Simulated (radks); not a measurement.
Spherical quantum dot in the effective-mass picture: electrons in a hard-walled sphere of radius 1.53, with a point charge +2 (a donor) at the centre, all in effective atomic units (hartree* = m*/eps^2 hartree, bohr* = eps/m* bohr), one dielectric constant everywhere. Calculated with a radial shooting solver with Libxc functionals: non-relativistic Kohn-Sham, PBEsol, spin-polarised, spherical densities. Levels are named by radial order and angular momentum (1s, 1p, 1d, 2s, ...), and open shells are averaged over m. Results are scaled to m* = 0.336 and eps = 12, for which hartree* = 63.49 meV and bohr* = 1.89 nm.

N = 28, configuration 1s2 1p6 1d10 2s2 1f(up 7, down 1). This is the lowest configuration that the search found. Occupied and some empty levels:

level,occupation,eigenvalue (meV),<r> (nm)
1s up,1,1551.6,1.622
1s down,1,1559.8,1.604
1p up,3,1660.8,1.882
1p down,3,1671.5,1.876
1d up,5,1805.2,1.996
1d down,5,1816.9,1.993
2s up,1,1877.7,1.277
2s down,1,1882.6,1.288
1f up,7,1990.2,2.076
1f down,1,2002.4,2.074
2p up,0,2208.7,1.491
1g up,0,2213.7,2.138
2p down,0,2214.3,1.492
1g down,0,2226.3,2.137
2d up,0,2521.7,1.635
2d down,0,2528.7,1.634

Energy (meV): total 29381.6, kinetic 13256, external -4041.3, Hartree 22147, exchange-correlation -1980.6.

Electron density:

r (nm),n(r) (e/nm^3)
0.151,1.235
0.367,0.7712
0.583,0.4853
0.799,0.3282
1.02,0.2703
1.23,0.2904
1.45,0.3643
1.66,0.4547
1.88,0.5103
2.10,0.4812
2.31,0.3496
2.53,0.1661
2.74,0.02871
